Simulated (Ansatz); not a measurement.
The same silylene extrusion along the group F, Cl, Br.

Gas-phase electronic energies from Ansatz, PBE0-D4/def2-TZVP geometries. CCSD(T)/CBS is the MP2 limit (def2-TZVPP, def2-QZVPP) plus CCSD(T) − MP2 in def2-TZVPP, frozen cores. This one scheme is used for every species. DFT in def2-TZVPP. For Br outer-core shells are correlated without core-valence functions, which leaves a few kJ/mol of doubt a bond. Scalar relativity is left out up to krypton.

```tsv
reaction	CCSD(T)/def2-SVP (eV)	LDA (SPW92) (eV)	CCSD/CBS(def2) (eV)	ωB97M-V (eV)	CCSD(T)/CBS(def2) (eV)
`C[SiH2]F` → H–F + `C[SiH]`	3.65	4.00	3.84	3.83	3.83
`C[SiH2]Cl` → HCl + `C[SiH]`	3.25	3.66	3.46	3.45	3.48
`C[SiH2]Br` → HBr + `C[SiH]`	3.20	3.63	3.46	3.42	3.48
```

Largest T1 diagnostic: 0.012, for `C[SiH]`.
